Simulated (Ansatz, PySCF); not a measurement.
Noncovalent pair: CHN (SMILES C#N) (first 3 atoms) with C2H6O (SMILES COC); geometry from B3LYP-D3(BJ)/def2-TZVP, rigid monomers moved along the line of their centres of mass till H3···O5 is 2.72 Å.
(charge 0, multiplicity 1):
```xyz
12

C     -0.29344     0.18843    -0.30608
N     -0.36187     0.30994    -1.44480
H     -0.22674     0.07382     0.76550
C      0.14825    -1.46810     4.09963
O     -0.04573    -0.21711     3.46664
C      0.00679     0.87543     4.36489
H     -0.62848    -1.65313     4.85036
H      1.12974    -1.51588     4.58516
H      0.09169    -2.23551     3.32955
H     -0.77583     0.79471     5.12786
H     -0.15155     1.78271     3.78445
H      0.98232     0.93050     4.86151
```

Monomers are frozen at their geometry in the pair; levels with a basis set take the counterpoise correction. Rows marked so take none.

Correlated levels freeze the cores. Rows in 3-21G, 6-31G* carry no dispersion term and start afresh at each structure (6-31G* with six Cartesian d functions).

Programs: Ansatz (Gaussian orbitals); PySCF for 3-21G rows, 6-31G* rows. 

Task: What is the computed interaction energy (CCSD(T)/aug-cc-pVDZ)?

Result: -3.5 kcal/mol

Task: What interaction energy does HF/6-31G* (no counterpoise) give?

Result: -4.3 kcal/mol

Task: Give the interaction energy at the level HF/3-21G (no counterpoise).

Result: -6.2 kcal/mol

Ansatz is a quantum-chemistry and plane-wave program.
